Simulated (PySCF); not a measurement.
**Polarisability and C₆ of Hf⁺ (hafnium, charge +1)**

[Xe] 4f14 5d1 6s2, 2D determinant. All numbers are calculated (PySCF 2.14, scalar relativity through the core potential, in aug-cc-pVTZ-PP with one added diffuse shell each of s, p, d, f, g type with ECP60MDF (7s7p6d4f3g, 113 functions)). Coupled (time-dependent) response in atomic units; α is the mean over directions.

| method | mean α (bohr³) | α xx, yy, zz | C₆ (like pair) | S(−4) |
| --- | --- | --- | --- | --- |
| TPSS | 54.87 | 53.98, 53.98, 56.63 | 531.8 | 1286 |

S(−4) is the Cauchy moment in α(ω) = α(0) + S(−4) ω² + …

Spin-orbit coupling is absent.

α(iu) at TPSS:

```
u (hartree)  α(iu) (bohr³)
          0          54.87
     0.0500          51.86
      0.100          44.81
      0.200          30.15
      0.300          20.60
      0.500          11.51
      0.750          7.036
       1.00          4.931
       1.50          2.922
       2.00          1.953
       3.00          1.040
       5.00         0.4275
```

A single London oscillator, α(iu) = α/(1 + u²/ω²), gives C₆ = (3/4) ω α². Matching the computed C₆ needs ω = 4 × 531.8 / (3 × 54.87²) = 0.236 hartree.

For an ion, C₆ is the dispersion term alone; charge-induced terms of lower order in 1/R come first.

The components differ because the open shell of this determinant is not spherical; for a pure term their mean is the scalar polarisability.

⟨L²⟩ = 8.78 against 6 for a pure D term, so this real determinant mixes terms. Energies and moments cover only the electrons outside the core potential. Spin-orbit coupling, absent here, splits the open shell strongly. ⟨S²⟩ = 1.44 against 0.75 shows spin contamination. The s, p, d and f populations moved away from the nominal configuration during the SCF.
